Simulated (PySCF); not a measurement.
First SCF of a structure search on doublet CoN₂, at a hand-made bent geometry. PySCF input:

```python
from pyscf import gto, scf, dft
mol = gto.M(atom='''
Co     0.000000     0.000000     0.000000
N      1.335200     0.000000     0.934900
N     -1.335200     0.000000     0.934900''',
    basis={'Co': 'def2-TZVP', 'N': 'def2-TZVP'},
    charge=0, spin=1)
mf = dft.UKS(mol, xc='PBE0')
mf.grids.atom_grid = (50, 194)
aux = {'Co': 'def2-universal-JKFIT', 'N': 'def2-universal-JKFIT'}
mf = mf.density_fit(auxbasis=aux)
mf.conv_tol = 1e-08
mf.diis_space = 10
mf.max_cycle = 60
mf.init_guess = 'minao'
mf.verbose = 4
mf.kernel()
```

Excerpt of the output (cycles alone); where DIIS stalls, ADIIS, DIIS with a small level shift and a second-order solver take over in turn:

```
init E= -1490.79904410375
cycle= 1 E= -1474.63992361656  delta_E= 16.2  |g|= 5.63  |ddm|= 15.5
cycle= 2 E= -1437.32388661377  delta_E= 37.3  |g|= 12.5  |ddm|= 18.2
cycle= 3 E= -1469.54698564203  delta_E= -32.2  |g|= 9.07  |ddm|= 7.76
cycle= 4 E= -1473.72589927259  delta_E= -4.18  |g|= 8.26  |ddm|= 1.86
cycle= 5 E= -1477.42116277121  delta_E= -3.7  |g|= 7.41  |ddm|= 1.11
cycle= 6 E= -1479.64467633071  delta_E= -2.22  |g|= 6.71  |ddm|= 1.26
cycle= 7 E= -1486.58758707793  delta_E= -6.94  |g|= 4.75  |ddm|= 3.65
cycle= 8 E= -1486.3533083795  delta_E= 0.234  |g|= 4.62  |ddm|= 0.717
cycle= 9 E= -1487.01642843709  delta_E= -0.663  |g|= 4.41  |ddm|= 0.477
cycle= 10 E= -1487.40134646122  delta_E= -0.385  |g|= 4.25  |ddm|= 0.332
cycle= 11 E= -1487.3378146922  delta_E= 0.0635  |g|= 4.28  |ddm|= 0.069
cycle= 12 E= -1469.58623635215  delta_E= 17.8  |g|= 6.24  |ddm|= 10.8
cycle= 13 E= -1488.09685374573  delta_E= -18.5  |g|= 3.78  |ddm|= 10.8
... 38 lines left out ...
cycle= 52 E= -1491.6894782698  delta_E= 1.22e-06  |g|= 0.00122  |ddm|= 0.00733
cycle= 53 E= -1491.68948078067  delta_E= -2.51e-06  |g|= 0.000514  |ddm|= 0.00383
cycle= 54 E= -1491.68948245233  delta_E= -1.67e-06  |g|= 0.00052  |ddm|= 0.00365
cycle= 55 E= -1491.68948355458  delta_E= -1.1e-06  |g|= 0.00106  |ddm|= 0.00318
cycle= 56 E= -1491.68948446072  delta_E= -9.06e-07  |g|= 0.00108  |ddm|= 0.0046
cycle= 57 E= -1491.68948595241  delta_E= -1.49e-06  |g|= 0.000131  |ddm|= 0.0059
cycle= 58 E= -1491.68948602967  delta_E= -7.73e-08  |g|= 8.97e-05  |ddm|= 0.00106
cycle= 59 E= -1491.6894861379  delta_E= -1.08e-07  |g|= 8.11e-05  |ddm|= 0.00112
cycle= 60 E= -1491.6894862103  delta_E= -7.24e-08  |g|= 8.72e-05  |ddm|= 0.00103
SCF not converged.
init E= -1490.79904410375
cycle= 1 E= -1474.63992361656  delta_E= 16.2  |g|= 5.63  |ddm|= 15.5
cycle= 2 E= -1437.32388661377  delta_E= 37.3  |g|= 12.5  |ddm|= 18.2
cycle= 3 E= -1484.25627710402  delta_E= -46.9  |g|= 5.36  |ddm|= 8.75
cycle= 4 E= -1491.08840985004  delta_E= -6.83  |g|= 1.78  |ddm|= 3.17
cycle= 5 E= -1489.69988061659  delta_E= 1.39  |g|= 2.92  |ddm|= 1.14
cycle= 6 E= -1491.56405903935  delta_E= -1.86  |g|= 0.792  |ddm|= 0.692
cycle= 7 E= -1491.59309449081  delta_E= -0.029  |g|= 0.677  |ddm|= 0.347
cycle= 8 E= -1491.68833561204  delta_E= -0.0952  |g|= 0.0788  |ddm|= 0.188
cycle= 9 E= -1491.66655497654  delta_E= 0.0218  |g|= 0.339  |ddm|= 0.11
cycle= 10 E= -1491.6896212739  delta_E= -0.0231  |g|= 0.0831  |ddm|= 0.0613
cycle= 11 E= -1491.68027215609  delta_E= 0.00935  |g|= 0.237  |ddm|= 0.0806
cycle= 12 E= -1491.69236498239  delta_E= -0.0121  |g|= 0.0343  |ddm|= 0.0529
cycle= 13 E= -1491.68078792419  delta_E= 0.0116  |g|= 0.25  |ddm|= 0.0781
cycle= 14 E= -1491.69371753037  delta_E= -0.0129  |g|= 0.0456  |ddm|= 0.0496
cycle= 15 E= -1491.66926703072  delta_E= 0.0245  |g|= 0.357  |ddm|= 0.109
cycle= 16 E= -1491.69345345019  delta_E= -0.0242  |g|= 0.109  |ddm|= 0.06
cycle= 17 E= -1491.68652813421  delta_E= 0.00693  |g|= 0.224  |ddm|= 0.0852
cycle= 18 E= -1491.69796390893  delta_E= -0.0114  |g|= 0.0216  |ddm|= 0.0643
cycle= 19 E= -1491.69760444287  delta_E= 0.000359  |g|= 0.101  |ddm|= 0.0565
cycle= 20 E= -1491.68846944927  delta_E= 0.00913  |g|= 0.239  |ddm|= 0.0877
SCF not converged.
init E= -1491.68846944927
cycle= 1 E= -1491.30472953476  delta_E= 0.384  |g|= 1.37  |ddm|= 0.388
cycle= 2 E= -1486.26263811012  delta_E= 5.04  |g|= 4.94  |ddm|=    2
cycle= 3 E= -1491.18152072031  delta_E= -4.92  |g|= 1.44  |ddm|= 1.31
cycle= 4 E= -1491.69568893327  delta_E= -0.514  |g|= 0.143  |ddm|= 0.472
cycle= 5 E= -1491.70061968916  delta_E= -0.00493  |g|= 0.0626  |ddm|= 0.0624
cycle= 6 E= -1491.70284839119  delta_E= -0.00223  |g|= 0.0239  |ddm|= 0.0398
cycle= 7 E= -1491.70426610553  delta_E= -0.00142  |g|= 0.0145  |ddm|= 0.0412
cycle= 8 E= -1491.70575881064  delta_E= -0.00149  |g|= 0.0142  |ddm|= 0.0555
cycle= 9 E= -1491.70701695437  delta_E= -0.00126  |g|= 0.00992  |ddm|= 0.0613
cycle= 10 E= -1491.70740929302  delta_E= -0.000392  |g|= 0.00767  |ddm|= 0.0265
cycle= 11 E= -1491.70780590262  delta_E= -0.000397  |g|= 0.00738  |ddm|= 0.0362
cycle= 12 E= -1491.70798904373  delta_E= -0.000183  |g|= 0.00665  |ddm|= 0.0251
cycle= 13 E= -1491.70809832494  delta_E= -0.000109  |g|= 0.00221  |ddm|= 0.0191
cycle= 14 E= -1491.70816060426  delta_E= -6.23e-05  |g|= 0.00194  |ddm|= 0.0149
cycle= 15 E= -1491.70820192431  delta_E= -4.13e-05  |g|= 0.00195  |ddm|= 0.011
cycle= 16 E= -1491.70826232073  delta_E= -6.04e-05  |g|= 0.00212  |ddm|= 0.0179
cycle= 17 E= -1491.70829731409  delta_E= -3.5e-05  |g|= 0.00146  |ddm|= 0.011
cycle= 18 E= -1491.70835681235  delta_E= -5.95e-05  |g|= 0.00196  |ddm|= 0.0202
cycle= 19 E= -1491.70838600971  delta_E= -2.92e-05  |g|= 0.00134  |ddm|= 0.0103
cycle= 20 E= -1491.70845885247  delta_E= -7.28e-05  |g|= 0.00255  |ddm|= 0.0289
cycle= 21 E= -1491.70851777373  delta_E= -5.89e-05  |g|= 0.00233  |ddm|= 0.0255
cycle= 22 E= -1491.70854832607  delta_E= -3.06e-05  |g|= 0.00133  |ddm|= 0.0135
cycle= 23 E= -1491.70862534011  delta_E= -7.7e-05  |g|= 0.00554  |ddm|= 0.0467
cycle= 24 E= -1491.70864912713  delta_E= -2.38e-05  |g|= 0.00121  |ddm|= 0.0105
cycle= 25 E= -1491.70868477108  delta_E= -3.56e-05  |g|= 0.00285  |ddm|= 0.0285
cycle= 26 E= -1491.70870977355  delta_E= -2.5e-05  |g|= 0.00281  |ddm|= 0.0244
cycle= 27 E= -1491.70872148887  delta_E= -1.17e-05  |g|= 0.00145  |ddm|= 0.0125
cycle= 28 E= -1491.70873045143  delta_E= -8.96e-06  |g|= 0.00198  |ddm|= 0.0144
cycle= 29 E= -1491.70873544397  delta_E= -4.99e-06  |g|= 0.00179  |ddm|= 0.013
cycle= 30 E= -1491.7087380911  delta_E= -2.65e-06  |g|= 0.00113  |ddm|= 0.0085
SCF not converged.
macro= 0  E= -1491.70873985179  delta_E= -1.76068e-06  |g|= 0.000209609  2 KF 14 JK
macro= 1  E= -1491.70873985181  delta_E= -2.04636e-11  |g|= 3.19188e-05  1 KF 2 JK
macro X = 2  E=-1491.70873985181  |g|= 3.19188e-05  total 4 KF 19 JK
converged SCF energy = -1491.70873985181  <S^2> = 2.0213886  2S+1 = 3.0142253
```

This is not the lowest solution: another start and a stability analysis within the same unrestricted form found one 17.8 kJ/mol lower, at -1491.71553 Eh.

Other spin states or occupations of the open shell can lie lower.

The search for the lowest solution, 3 starts and the stability check together, took 38 s on 4 threads of a shared Arm Neoverse V2 host, with 107 basis functions; the process peaked at 0.41 GiB. Launch command: `OMP_NUM_THREADS=4 python axn.py task.json out`.
